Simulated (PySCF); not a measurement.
Coordinates in bohr (charge 0 multiplicity 2):
```
Cu   -0.3673   -0.0073   -1.3232
H     0.9784    0.0195   -3.7967
Cl    0.6447    0.0128    2.4977
```

Level of theory: UPBE0/[Cu def2-TZVP, H def2-TZVP, Cl def2-TZVP], no relativity, density fitting, PySCF.

This geometry of CuHCl is a stationary point at this level.

(1) What is the point group?

(2) Is it a minimum?

(3) Which band is strongest in the infrared?

(4) What are the dipole moment and the gap between the highest occupied and lowest empty levels of either spin?

(5) What is the atomisation energy, with and without zero-point energy?

Answers

(1) Cs.

(2) Yes: all harmonic wavenumbers are real.

(3) 403 cm⁻¹ (a'), 41 km/mol.

(4) 2.92 D and 3.40 eV.

(5) 483 kJ/mol without, 468 kJ/mol with.

This need not be the most stable arrangement of these atoms. With open d or f shells other occupations or spin states may lie lower.
